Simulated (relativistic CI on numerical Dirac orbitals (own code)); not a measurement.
Results of a calculation; reference values are marked as such.
## Quantum defects of the ns series of Kr7+

Problem. The ns ²S levels with J = 1/2 of Kr7+ lie at 4s: 0.0, 5s: 490087.0, 6s: 692518.0, 7s: 796490.0, 8s: 857165.0 cm⁻¹ (Saloman, J. Phys. Chem. Ref. Data 36, 215 (2007)), and the ionisation limit at 1014661.6 cm⁻¹ (NIST ASD). Find the quantum defects and predict 9s.

Working.
1. The outer electron sees the charge z = 8; R = 109736.60 cm⁻¹ for this mass. The binding energy T = limit − E defines n* = z√(R/T).
2. Values: 4s: T = 1014661.6, n* = 2.6309, δ = n − n* = 1.3691; 5s: T = 524574.6, n* = 3.6590, δ = n − n* = 1.3410; 6s: T = 322143.6, n* = 4.6692, δ = n − n* = 1.3308; 7s: T = 218171.6, n* = 5.6737, δ = n − n* = 1.3263; 8s: T = 157496.6, n* = 6.6777, δ = n − n* = 1.3223.
3. With δ held at 1.3223: E(9s) = limit − Rz²/(9 − δ)² = 895520.0 cm⁻¹.
4. The Ritz form δ = δ₀ + a/n*² through the last two members has a = 0.4684 and δ₀ = 1.3117, so with n* ≈ 9 − 1.3223, δ(9) = 1.3197 and E = 895599.3 cm⁻¹.

Check. The measured level is 895594.0 cm⁻¹ (δ = 1.3199), so the two predictions miss by -74.0 and 5.3 cm⁻¹. The defect is large because this electron penetrates the core.
